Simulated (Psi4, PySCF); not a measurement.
Approach curve of the dimer C2H2 ··· H3B (SMILES C#C and B). Monomers: optimised at B3LYP-D3(BJ) (def2-TZVP), held rigid. Orientation: lowest of the rigid-body minima from ten starts at GFN2-xTB. The monomers approach along the line of their centres of mass (distance R); nothing else relaxes.

Levels: RKS-B3LYP/3-21G = restricted B3LYP/3-21G, no counterpoise correction (PySCF 2.14.0); wB97X-D/def2-TZVP, counterpoise-corrected (Psi4).

Interaction energies in kJ/mol:

```json
[
 {"R / Å": "3.14", "RKS-B3LYP/3-21G": "62.13"},
 {"R / Å": "3.32", "RKS-B3LYP/3-21G": "34.65"},
 {"R / Å": "3.46", "RKS-B3LYP/3-21G": "21.77"},
 {"R / Å": "3.70", "RKS-B3LYP/3-21G": "9.28"},
 {"R / Å": "3.91", "RKS-B3LYP/3-21G": "4.13"},
 {"R / Å": "4.09", "RKS-B3LYP/3-21G": "2.14"},
 {"R / Å": "4.41", "RKS-B3LYP/3-21G": "1.23"},
 {"R / Å": "4.69", "RKS-B3LYP/3-21G": "1.31"},
 {"R / Å": "5.22", "RKS-B3LYP/3-21G": "1.30"},
 {"R / Å": "5.92", "RKS-B3LYP/3-21G": "0.82"},
 {"R / Å": "6.92", "RKS-B3LYP/3-21G": "0.36"},
 {"R / Å": "8.19", "RKS-B3LYP/3-21G": "0.14"}
]
```

Task: What does wB97X-D/def2-TZVP give at the same points?

Result: 3.14: 63.72; 3.32: 37.14; 3.46: 24.72; 3.70: 12.75; 3.91: 7.67; 4.09: 5.27; 4.41: 2.95; 4.69: 1.84; 5.22: 0.93; 5.92: 0.56; 6.92: 0.28; 8.19: 0.13 (kJ/mol).
